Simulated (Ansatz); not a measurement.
Consider the substitution at a C–C bond: `CC(N)N[SiH3]` + `[NH2][Ga]([Cl])[Cl]` → `C[NH][Ga]([Cl])[Cl]` + `NCN[SiH3]`.

Calculated with Ansatz (gas phase, PBE0-D4/def2-TZVP geometries, no zero-point term in ΔE). CCSD(T)/CBS adds triple-zeta CCSD(T) − MP2 to the extrapolated MP2 energy (def2 sets, frozen cores). Functionals use def2-TZVPP. B3LYP here is the variant with VWN-RPA as its local correlation; programs differ in this. For Ga outer-core shells are correlated without core-valence functions, which leaves a few kJ/mol of doubt a bond. Scalar relativity is left out up to krypton. Each species was taken in one conformer, which may not be the lowest.

Is it downhill or uphill in electronic energy at CCSD(T)/CBS, and by how much? (An estimate is asked.)

Computed: Uphill: ΔE = +13.0 kcal/mol.

What do these levels give: PBE-D4, PBE0-D4, ωB97X-V, PBE, r2SCAN, PBE0, B3LYP, MP2/def2-TZVPP, SCS-MP2/def2-TZVPP, CCSD(T)/def2-TZVPP, HF/def2-QZVPP, CCSD/CBS(def2)? (Estimate.)

Ansatz gave: PBE-D4 11.6, PBE0-D4 12.2, ωB97X-V 12.5, PBE 11.2, r2SCAN 12.8, PBE0 11.8, B3LYP 10.8, MP2/def2-TZVPP 13.4, SCS-MP2/def2-TZVPP 12.4, CCSD(T)/def2-TZVPP 12.8, HF/def2-QZVPP 11.3, CCSD/CBS(def2) 12.8 kcal/mol.

Largest T1 diagnostic among the species: 0.012.

In def2-TZVPP, CCSD(T) changes the Hartree–Fock value by +1.4 kcal/mol (the triples alone add +0.2 kcal/mol) and MP2 by +2.0 kcal/mol.
